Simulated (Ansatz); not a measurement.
H$_{4}$O$_{4}$SW (`[OH][W]([OH])([OH])([OH])=[S]`). Charge 0, multiplicity 1. W takes the def2 core potential.

```
atom   x (Å)   y (Å)   z (Å)
  O1   0.434  -1.782  -0.562
  W2   0.338   0.038  -0.095
  O3  -0.746   1.588   0.233
  O4  -0.123   0.486  -1.876
  O5  -0.390  -0.413   1.626
  S6   2.368   0.562   0.237
  H7  -0.309  -2.342  -0.800
  H8  -0.981   1.709   1.158
  H9  -0.676   1.259  -2.022
 H10   0.085  -1.103   2.100
```

Question: List the harmonic frequencies (cm⁻¹, unscaled) at PBE0-D4/def2-TZVP in Ansatz. (Estimate.)

Answer: The calculation gave: 102, 119, 197, 202, 232, 249, 307, 357, 378, 446, 466, 549, 592, 631, 665, 674, 737, 741, 763, 826, 3860, 3868, 3881, 3891.

Question: Is this a minimum?

Answer: Yes, all 24 modes are real.

Question: Give the ideal-gas thermochemistry at 298.15 K and 1 bar (rigid rotor, harmonic oscillator; point group C1, symmetry number 1).

Answer: Zero-point energy 147.9 kJ/mol; H(298) − E = 174.3 kJ/mol; entropy 391.9 J/(mol·K), of which translation 179.3, rotation 118.1, vibration 94.5; G(298) − E = 57.5 kJ/mol.
